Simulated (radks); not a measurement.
Ionisation of the selenium ion Se3+, [Ar] 3d10 4s2 4p1, to [Ar] 3d10 4s2 as the strength of local exchange is varied. Calculated with a radial shooting solver on a logarithmic mesh with Libxc functionals: non-relativistic Kohn-Sham, Slater X-alpha exchange (alpha = 2/3 is LDA exchange), no correlation, spin-polarised, spherical densities, point nucleus; open shells are filled with parallel spins first.

| alpha | E(Se3+) (hartree) | exchange (hartree) | IE (eV) | -e of the level emptied (eV) | <r> of it (bohr) |
|---|---|---|---|---|---|
| 0.598 | -2384.70736 | -71.20036 | 40.469 | 34.966 (4p) | 1.917 |
| 0.611 | -2386.25567 | -72.79267 | 40.662 | 35.161 (4p) | 1.912 |
| 0.667 | -2392.93612 | -79.67345 | 41.495 | 36.005 (4p) | 1.894 |
| 0.679 | -2394.36992 | -81.15246 | 41.675 | 36.187 (4p) | 1.890 |
| 0.977 | -2430.23438 | -118.39536 | 46.264 | 40.855 (4p) | 1.800 |
| ? | -2391.14499 | -77.82696 | 41.271 | 35.778 (4p) | 1.899 |

Which alpha was used in the last row?

Answer. alpha = 0.652. NIST Atomic Spectra Database: 42.947 eV (measured). The Delta-SCF value meets it near alpha = 0.76. Open shells are spherical and high-spin; term and fine-structure splittings are not resolved.
